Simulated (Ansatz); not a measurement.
Diatomic TaSe, multiplicity 4 (lowest of 2S+1 = 2, 4, 6, 8 at CCSD(T)/def2-TZVPP on PBE0 minima; our sources give no spin for the ground state, which may be another). No spin–orbit coupling. Se is treated without relativity.

Seven points along R, fitted to fifth degree in 1/R; most abundant isotopes. In def2 and cc sets the state is the lowest found near the PBE0 minimum, followed along R.

Correlated levels freeze the inner cores; with def2 sets outer-core shells near the valence are correlated too.

Run with Ansatz (Gaussian basis) for Hartree–Fock, density functionals and correlated methods. Values without a source in brackets are computed. In def2 rows elements past Kr take small-core potentials, without spin–orbit coupling.

**Question.** What bond length and harmonic frequency does r2SCAN/def2-TZVPP give?

**Answer.** r_e = 2.280 Å, ω_e = 338 cm⁻¹.

**Question.** What bond length and harmonic frequency does BHLYP/def2-TZVPP give?

**Answer.** r_e = 2.276 Å, ω_e = 350 cm⁻¹.

**Question.** What bond length and harmonic frequency does CCSD(T)/def2-TZVPP give?

**Answer.** r_e = 2.284 Å, ω_e = 346 cm⁻¹.

Doubts at one or more of the structures used: a spin-contaminated determinant (CCSD(T)/def2-TZVPP).

Ansatz is a program for electronic structure.
